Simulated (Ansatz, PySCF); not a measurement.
Constitutional and geometric isomers with formula C2H4B2. Isolated molecules, 0 K electronic values unless said otherwise. One relaxed conformer stands for each flexible species; it need not be the lowest. Strings in code marks are SMILES.

Quantity: vertical ionisation energy (energy after one electron is removed minus that of the parent at the parent's geometry), in eV. The restricted reference of `B1=BCC1`, `CC1=BB1`, `[H]/B=C/C=B/[H]` and `CB1B=C1` is unstable towards unrestricted orbitals.

Level 1: frozen-core CCSD(T)/cc-pVTZ // CAM-B3LYP-D3(BJ)/def2-TZVP (Ansatz, a program for electronic structure)
Level 2: PBE-D3(BJ)/def2-TZVP // CAM-B3LYP-D3(BJ)/def2-TZVP (PySCF)
Level 3: frozen-core MP2/cc-pVTZ // CAM-B3LYP-D3(BJ)/def2-TZVP (Ansatz)
Level 4: minus the HOMO energy of HF/6-31G* // CAM-B3LYP-D3(BJ)/def2-TZVP (PySCF)

```csv
species,level 1,level 2,level 3,level 4
`BC1=CB1`,10.25,10.12,10.37,…
`BB1C=C1`,10.38,10.27,10.42,10.78
`CB1B=C1`,10.16,9.85,10.22,10.06
`[H]/B=C/C=B/[H]`,7.62,7.44,7.59,7.00
`CC1=BB1`,…,10.00,10.36,9.90
`B=C=BC`,9.40,…,…,8.92
`B1=BCC1`,7.71,7.38,…,6.89
`BC#CB`,…,…,…,10.98
```

Q: Complete the blanks.

A: 
- `BC1=CB1`, level 4: 10.67
- `CC1=BB1`, level 1: 10.33
- `B=C=BC`, level 2: 9.40
- `B=C=BC`, level 3: 9.56
- `B1=BCC1`, level 3: 7.65
- `BC#CB`, level 1: 10.99
- `BC#CB`, level 2: 10.54
- `BC#CB`, level 3: 11.31
